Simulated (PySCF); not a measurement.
PySCF input for CH₂NO, SMILES N=C=[OH+], charge +1, B3LYP/pcJ-1. Geometry optimised at B3LYP-D3(BJ)/def2-TZVP. The isomer is the one that the SMILES or the coordinates give; other isomers of the formula were not compared.

```python
import numpy as np
from pyscf import gto, scf, dft
from pyscf.prop.ssc import rks as ssc

mol = gto.M(
    atom='''
    N     0.01246526    1.20624441    0.00000000
    C     0.01233938    0.06578710    0.00000000
    O    -0.11168408   -1.16805063    0.00000000
    H     0.02492195    2.21532796    0.00000000
    H     0.70725758   -1.70935636    0.00000000
    ''',
    basis='pcJ-1',
    charge=1,
    spin=0,
    max_memory=1600,
    verbose=3,
)
mf = dft.RKS(mol, xc='b3lyp')
mf.grids.level = 3
mf.conv_tol = 1e-10
mf.max_cycle = 100
mf.kernel()
j = ssc.SSC(mf)
j.with_fcsd = True
j.max_cycle_cphf = 80
j.conv_tol = 1e-7
e11 = j.kernel()
```

Output:

```
converged SCF energy = -168.948697639941
Reduced spin-spin coupling constant K (Hz)
               #0        #1        #2        #3        #4
        0 N    0.00000
        1 C  139.66989   0.00000
        2 O    8.68615  -2.95685   0.00000
        3 H   55.14610   9.44449   0.30436   0.00000
        4 H    0.88584   0.33123  27.83837  -0.08298   0.00000
Spin-spin coupling constant J (Hz)
               #0        #1        #2        #3        #4
        0 N    0.00000
        1 C   79.22257   0.00000
        2 O   -2.65671   3.14661   0.00000
        3 H  124.37020  74.11011  -1.28782   0.00000
        4 H    1.99783   2.59912 -117.79118  -2.58903   0.00000
```

The run converged.
